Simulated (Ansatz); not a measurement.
System: sum formula AlCl2F, net charge 0, singlet state. 
Structure (B3LYP-D3(BJ)/def2-TZVP (Ansatz, a quantum-chemistry and plane-wave program) minimum search):
```
Al
F 1 1.6380
Cl 1 2.0723 2 119.20
Cl 1 2.0723 2 119.20 3 180.00
```
Charge 0, spin multiplicity 1.

Dipole moments at this geometry, in debye (magnitudes).

```
level                    program  dipole (D)
-----------------------  -------  ----------
SVWN5/def2-TZVPD          Ansatz        0.52
PBE/def2-TZVPD            Ansatz        0.47
BLYP/def2-TZVPD           Ansatz        0.48
r2SCAN/def2-TZVPD         Ansatz        0.45
B97M-V/def2-TZVPD         Ansatz  (withheld)
BHLYP/def2-TZVPD          Ansatz        0.50
r2SCAN0/def2-TZVPD        Ansatz        0.47
HSE06/def2-TZVPD          Ansatz        0.49
CAM-B3LYP/def2-TZVPD      Ansatz        0.47
LC-wPBE/def2-TZVPD        Ansatz        0.41
wB97M-V/def2-TZVPD        Ansatz        0.46
wB97X-V/def2-TZVPD        Ansatz        0.42
CCSD(T)/aug-cc-pV(D+d)Z   Ansatz  (withheld)
```

### Question
What belongs in the gaps?

### Answer

- B97M-V/def2-TZVPD, dipole (D): 0.44
- CCSD(T)/aug-cc-pV(D+d)Z, dipole (D): 0.49
